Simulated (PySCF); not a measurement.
From computed data to an observable: chemical shift, span and skew from a shielding tensor

BClH3NO, SMILES NB(O)Cl. Atoms are numbered in the order given.

```xyz
7

B     -0.0510     0.4590     0.0000
Cl     0.0951    -1.3386     0.0000
O     -1.2818     1.0401     0.0000
H     -2.0014     0.3992     0.0000
N      1.1115     1.2362     0.0000
H      1.0735     2.2480     0.0000
H      2.0407     0.8401     0.0000
```
Charge 0, spin multiplicity 1.

Geometry optimised at B3LYP-D3(BJ)/def2-SVP. The values are those of a single conformer.

GIAO shieldings from HF/pcSseg-1 (PySCF), non-relativistic, no solvent. The symmetric part of the tensor of N5 has the principal values 153.0, 207.7, 256.0 ppm. The same nucleus in NH3 has σ = 267.3 ppm at this level (PySCF, at its B3LYP-D3(BJ)/def2-TZVP geometry). Without spin–orbit terms, shifts of atoms bonded to Cl or Br come out too high.

Work out the isotropic shielding, the ¹⁵N shift against NH3, the span and the skew.


σ(iso) = (σ11 + σ22 + σ33)/3 = 205.6 ppm. δ = σ(ref) − σ(iso) = 267.3 − (205.6) = 61.7 ppm.
Span Ω = σ33 − σ11 = 103.0 ppm. Skew κ = 3(σ(iso) − σ22)/Ω = -0.06. Tumbling in solution averages the tensor to δ; in a static solid the shielding alone would spread this spin-1/2 line over Ω.
